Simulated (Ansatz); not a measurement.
Basis-set extrapolation for AlFH3NS (`[NH2][Al]([F])[SH]`) (PBE0-D4/def2-TZVP geometry, frozen core, Ansatz 0.2.0). Multiplicity 1, RHF reference.

|  | def2-TZVPP | def2-QZVPP |
| --- | --- | --- |
| HF | -795.351816 | -795.378288 |
| MP2 correlation | -0.716642 | -0.779229 |
| CCSD(T) correlation | -0.771289 | not run |

Energies in hartree. Use E(X) = E(∞) + A·exp(−7.88·√X) for Hartree–Fock and E(X) = E(∞) + B·X^(−2.97) for correlation, with X = 3 and 4, and add CCSD(T) minus MP2 of the smaller set to the MP2 limit.

Task: What is the CCSD(T) energy at the basis-set limit?

Result: HF limit: -795.378288 + (-0.026472) × 0.13774 = -795.38193. MP2 limit: -0.779229 + (-0.062587) × 0.74074 = -0.82559. Higher-order term: -0.771289 − (-0.716642) = -0.05465. Total: -796.26217 hartree, 3.78 eV below CCSD(T)/def2-TZVPP.
